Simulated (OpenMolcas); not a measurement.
# d6 ions of charge +3 down a group on the Ge site of Cs2GeF6

```json
{"Program": "OpenMolcas", "Method": "SS-CASPT2, IPEA 0.25 Eh, imaginary shift 0.1 Eh", "Spin-orbit coupling": "RASSI with atomic mean-field integrals over the reference wave functions"}
```

The d shell is active; CASPT2 correlates the ligand valence shells and the outer metal core. Each dopant is a cluster with its nearest anions in model potentials and point charges, with no relaxation and no local charge compensation. Distances were set from a Shannon-type radius of the metal (high-spin where two are listed) plus a fixed donor radius (F 1.31 Å), in hosts weighted 0.65 to 0.35 with the host's distance in the model lattice. Ligand basis ANO-RCC-VDZP, DKH2 Hamiltonian. States (labels of O, the rotations of Oh). Energies in cm-1 above the lowest state or level, χT in cm3 K/mol; under a threefold ground state the first gap can be a small split of the lowest multiplet, not the spin-orbit step. Spin-only χT is S(S+1) / 2 for the spin of the ground state.

```csv
Ion,Shell,R (Å),Metal basis,Ground state,First state of that spin,First gap with spin-orbit (degeneracies),χT at 300 K,First state of another spin,Spin-only χT
Co3+,3d6,1.879,ANO-RCC-VTZP,5T2,5E 15180,"240 (3, 2)",3.997,1A1 260,3.000
Rh3+,4d6,1.915,ANO-RCC-VTZP,1A1,1T1 24000,"19730 (1, 2)",0.029,2S+1 = 3: 20310,0.000
```

Below the highest spin of the shell: Rh3+. χT departs most from the spin-only value for Co3+, by +0.997 cm3 K/mol.

Roots that are degenerate in the reference are averaged as groups; the widest CASPT2 spread within a group is 1800 cm-1 (the 3-fold group of multiplicity 1 near 25800 cm-1 above the lowest state of its run, Co3+). Shifts and gaps below about the spread of the groups concerned are not significant. Over all roots computed the reference weight is 0.68 to 0.73 in Co3+, 0.69 to 0.71 in Rh3+; a low but even weight reflects the number of correlated electrons. Ligand-to-metal charge-transfer states are missing. With no ligand orbital active B as a rule stays too high, so bands that hang on it stand too high and its fall with covalency is understated. With one d shell and no ligand orbital active, 10Dq can be off by a tenth or more. An orbital triplet at a regular site is open to Jahn-Teller coupling, which can distort the site and quench the lowest spin-orbit gaps and is left out (holds for Co3+). This shell can be high or low spin here, a state of another spin lies low, and with metal d orbitals alone active their balance is uncertain, so the ground spin may be wrong (holds for Co3+). A single d shell leaves out the double-shell effect, which counts most for late 3d ions, where the CASPT2 field can be off either way by tens of per cent (holds for Co3+). These CASPT2 states fit no ligand-field parameters well, so their order and spin gaps are uncertain (holds for Co3+). The least metal-like active orbital is 78 % on the metal (Löwdin) and no ligand orbital is active, so the numbers are rough (holds for Rh3+). No measured value stands beside these numbers; the geometry was set by hand and not optimised.

A state without a sure symmetry label is named by its multiplicity alone.
